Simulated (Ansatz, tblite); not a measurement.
Forces on MoO2⁻ at its PBE-D4/def2-TZVPD geometry. Charge -1, multiplicity 2.

In the def2 sets Mo takes a core potential; there is no spin–orbit coupling. The xTB rows come from tblite. The structure holds 1 bond(s) between oxygen atoms. At PBE-D4/def2-TZVPD the charge -1 doublet is spin-contaminated (final ⟨S²⟩ up to 1.73, 0.75 for a pure state). At PBE-D4/def2-TZVPD the highest occupied level of the charge -1 doublet lies above zero (up to 1.25 eV). It is a level of β spin, whose loss leaves a triplet; that state wasn't run at this geometry and level. The electron is either unbound and held by the finite basis, or the level is raised by self-interaction error. No other spin state of charge -1 was run. The geometry of the doublet was relaxed on an unsound state (⟨S²⟩ 1.73, where a pure state has 0.75). Another isomer (quartet) lies 5.96 eV lower at PBE0-D4/def2-TZVPD; other spin states weren't run for this one.

GFN1-xTB (tblite), largest force 1.81 eV/Å:

```xyz
3
positions Å, forces eV/Å
Mo   -0.864   -0.635    0.523    0.425    0.313   -0.257
O     0.347   -0.068   -0.870   -0.003    0.792    1.624
O     0.517    0.703    0.347   -0.422   -1.105   -1.367
```

GFN2-xTB (tblite), largest force 5.62 eV/Å:

```
Mo -2.626 -1.930 1.589
O 1.936 3.791 3.668
O 0.690 -1.861 -5.257
```

PBE-D4/def2-TZVPD (Ansatz), largest force 0.00 eV/Å:

```
Mo -0.001 -0.001 0.000
O 0.000 0.001 0.002
O 0.001 0.000 -0.002
```
